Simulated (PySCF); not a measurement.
The dipole of `CSc1oc(C)cp1` from its density and from atomic charges.

Coordinates (GFN2-xTB, Å) and charges (e) from the PBE0/pcSseg-1 density (PySCF):

```json
{"atom": "C1", "x": "3.363", "y": "-0.197", "z": "-0.105", "Mulliken": "-0.4083", "IAO": "-0.5070", "Hirshfeld": "-0.1153", "ESP-fitted": "-0.3113"}
{"atom": "S2", "x": "2.001", "y": "-1.065", "z": "0.715", "Mulliken": "+0.0972", "IAO": "+0.2131", "Hirshfeld": "+0.0271", "ESP-fitted": "-0.1040"}
{"atom": "C3", "x": "0.667", "y": "-0.237", "z": "-0.047", "Mulliken": "-0.1982", "IAO": "-0.1805", "Hirshfeld": "-0.0189", "ESP-fitted": "+0.0659"}
{"atom": "O4", "x": "-0.547", "y": "-0.630", "z": "0.361", "Mulliken": "-0.3591", "IAO": "-0.2198", "Hirshfeld": "-0.0555", "ESP-fitted": "-0.0918"}
{"atom": "C5", "x": "-1.523", "y": "0.053", "z": "-0.270", "Mulliken": "+0.0941", "IAO": "+0.1861", "Hirshfeld": "+0.0694", "ESP-fitted": "+0.2560"}
{"atom": "C6", "x": "-2.923", "y": "-0.283", "z": "0.112", "Mulliken": "-0.1546", "IAO": "-0.4373", "Hirshfeld": "-0.1157", "ESP-fitted": "-0.5292"}
{"atom": "C7", "x": "-1.076", "y": "0.969", "z": "-1.165", "Mulliken": "-0.4531", "IAO": "-0.4361", "Hirshfeld": "-0.1544", "ESP-fitted": "-0.3048"}
{"atom": "P8", "x": "0.689", "y": "1.007", "z": "-1.247", "Mulliken": "+0.3590", "IAO": "+0.2150", "Hirshfeld": "+0.0075", "ESP-fitted": "-0.1148"}
{"atom": "H9", "x": "3.301", "y": "0.864", "z": "0.125", "Mulliken": "+0.1673", "IAO": "+0.1658", "Hirshfeld": "+0.0432", "ESP-fitted": "+0.1181"}
{"atom": "H10", "x": "3.295", "y": "-0.355", "z": "-1.178", "Mulliken": "+0.1679", "IAO": "+0.1656", "Hirshfeld": "+0.0432", "ESP-fitted": "+0.1181"}
{"atom": "H11", "x": "4.284", "y": "-0.618", "z": "0.284", "Mulliken": "+0.1623", "IAO": "+0.1735", "Hirshfeld": "+0.0591", "ESP-fitted": "+0.1982"}
{"atom": "H12", "x": "-3.280", "y": "0.396", "z": "0.888", "Mulliken": "+0.1445", "IAO": "+0.1623", "Hirshfeld": "+0.0523", "ESP-fitted": "+0.1665"}
{"atom": "H13", "x": "-2.961", "y": "-1.297", "z": "0.501", "Mulliken": "+0.1354", "IAO": "+0.1653", "Hirshfeld": "+0.0521", "ESP-fitted": "+0.1728"}
{"atom": "H14", "x": "-3.580", "y": "-0.197", "z": "-0.749", "Mulliken": "+0.1365", "IAO": "+0.1641", "Hirshfeld": "+0.0562", "ESP-fitted": "+0.1580"}
{"atom": "H15", "x": "-1.715", "y": "1.599", "z": "-1.754", "Mulliken": "+0.1092", "IAO": "+0.1698", "Hirshfeld": "+0.0497", "ESP-fitted": "+0.2024"}
```

Q: What dipole does each set of charges give (1 e·Å = 4.803 D), and what does the density give?

A: The full density gives (-0.52, 0.17, -0.06) D, 0.55 D in size; dipole vectors point from the negative to the positive end.

```json
{"scheme": "Mulliken", "μx": "0.86", "μy": "1.13", "μz": "-0.96", "size (D)": "1.71", "share of the full size (%)": "312", "angle to the full dipole (°)": "102"}
{"scheme": "IAO", "μx": "1.29", "μy": "0.23", "μz": "-0.21", "size (D)": "1.33", "share of the full size (%)": "243", "angle to the full dipole (°)": "148"}
{"scheme": "Hirshfeld", "μx": "0.07", "μy": "-0.31", "μz": "0.32", "size (D)": "0.45", "share of the full size (%)": "82", "angle to the full dipole (°)": "116"}
{"scheme": "ESP-fitted", "μx": "-0.47", "μy": "0.18", "μz": "-0.07", "size (D)": "0.51", "share of the full size (%)": "93", "angle to the full dipole (°)": "4"}
```

Q: Which set comes closest?

A: Length of the difference vector: ESP-fitted 0.05 D, Hirshfeld 0.85 D, IAO 1.82 D, Mulliken 1.90 D. Closest: ESP-fitted. ESP charges are fitted to the potential around the molecule, whose slowest-falling term is the dipole's. The schemes that divide the density aren't constrained to reproduce the dipole.

Q: What is left for the Hirshfeld atoms' own dipoles?

A: The Hirshfeld atoms' densities add up to the full density, so μ = Σ q r + Σ (atomic dipoles). The atomic dipoles sum to (-0.52, 0.17, -0.06) − (0.07, -0.31, 0.32) = (-0.59, 0.48, -0.38) D, 0.85 D in size.

Q: With the origin at the mean of the coordinates, (0.000, 0.001, -0.235) Å, which are the largest single terms, by size, of the Hirshfeld dipole along the direction of the full one?

A: C1 +1.80, C6 -1.46, H11 -1.22, C7 -1.05, H14 +0.91 D; all 15 atoms together -0.20 D. The single terms depend on the origin, their sum doesn't.

Q: Give the size of the full dipole in other units.

A: 0.55 D = 0.216 au = 0.114 e·Å = 1.83 × 10⁻³⁰ C·m.

Geometry: GFN2-xTB, one conformer, isolated molecule. GFN2-xTB frequencies show an imaginary mode (42i cm⁻¹), so this geometry is no minimum at that level.

The run behind these numbers computed NMR shieldings as well. Hardware: Arm Neoverse V1, one thread, shared host with 32 logical CPUs at a one-minute load of 14. Cost: 35 s (grids of density and orbitals included), 0.82 GiB resident at most.

Shape of the structure used: `[CH3:1][S:2][c:3]1[o:4][c:5]([CH3:6])[cH:7][p:8]1`: C1–S2–C3–O4 -179°.
